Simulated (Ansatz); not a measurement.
Geometry optimisation, Ansatz 0.2.0, RKS r2SCAN-D4/STO-3G.

The input (input.yaml):

```yaml
crystal:
  periodic: [false, false, false]
  atoms:
    - { symbol: C, position_ang: [-0.7636, -1.335, 1.537] }
    - { symbol: Al, position_ang: [0.8798, -0.7576, 0.6293] }
    - { symbol: Cl, position_ang: [2.7256, -1.8323, 1.0657] }
    - { symbol: C, position_ang: [0.9645, 0.7638, -0.6852] }
    - { symbol: B, position_ang: [-0.1575, 0.4704, -1.8942] }
    - { symbol: C, position_ang: [-0.3083, 1.6203, -0.737] }
    - { symbol: H, position_ang: [-0.5903, -2.1405, 2.2113] }
    - { symbol: H, position_ang: [-1.5152, -1.5737, 0.7504] }
    - { symbol: H, position_ang: [-1.2045, -0.4156, 2.1488] }
    - { symbol: H, position_ang: [1.8284, 1.2065, -1.0478] }
    - { symbol: H, position_ang: [-0.5331, -0.0916, -2.8237] }
    - { symbol: H, position_ang: [-0.1322, 2.64, -1.108] }
    - { symbol: H, position_ang: [-1.1732, 1.4106, -0.0317] }
basis:
  gaussian: { orbitals: STO-3G }
hamiltonian:
  xc: r2scan
  dispersion: d4
relax:
  f_tol: 0.015
  max_steps: 40
```

Command:

```bash
$ ansatz run input.yaml --threads 1 --pin off --max-ram 2048MiB --backend cpu --events-out ev --progress --plain --runs-dir out
```

Question: Where does it end, and by what steps?

Answer: The forces met the threshold. Limits of this set-up: minimal basis. After 8 steps the energy has fallen by 1.302 eV; H10 moved furthest, 0.24 Å.

```json
{"step": "0", "energy less start (eV)": "0.0000", "largest force component (eV/Å)": "4.720", "accepted": "yes"}
{"step": "1", "energy less start (eV)": "-1.1869", "largest force component (eV/Å)": "1.931", "accepted": "yes"}
{"step": "2", "energy less start (eV)": "-1.2713", "largest force component (eV/Å)": "0.732", "accepted": "yes"}
{"step": "3", "energy less start (eV)": "-1.2959", "largest force component (eV/Å)": "0.175", "accepted": "yes"}
{"step": "4", "energy less start (eV)": "-1.2993", "largest force component (eV/Å)": "0.085", "accepted": "yes"}
{"step": "5", "energy less start (eV)": "-1.3014", "largest force component (eV/Å)": "0.060", "accepted": "yes"}
{"step": "6", "energy less start (eV)": "-1.3019", "largest force component (eV/Å)": "0.033", "accepted": "yes"}
{"step": "7", "energy less start (eV)": "-1.3019", "largest force component (eV/Å)": "0.027", "accepted": "yes"}
{"step": "8", "energy less start (eV)": "-1.3021", "largest force component (eV/Å)": "0.013", "accepted": "yes"}
```

```xyz
13
Properties=species:S:1:pos:R:3
C -0.731 -1.291 1.529
Al 0.829 -0.738 0.597
Cl 2.650 -1.644 1.051
C 0.853 0.591 -0.737
B -0.138 0.523 -1.875
C -0.354 1.583 -0.799
H -0.539 -2.117 2.220
H -1.516 -1.619 0.837
H -1.157 -0.469 2.116
H 1.855 0.980 -0.960
H -0.449 0.047 -2.893
H -0.156 2.633 -1.045
H -1.125 1.486 -0.026
```

Whether the end is a true minimum wasn't checked by a vibrational analysis.

Run time: 49 s on 1 thread of Arm Neoverse V2, with other jobs on the host, peak memory 0.17 GiB.
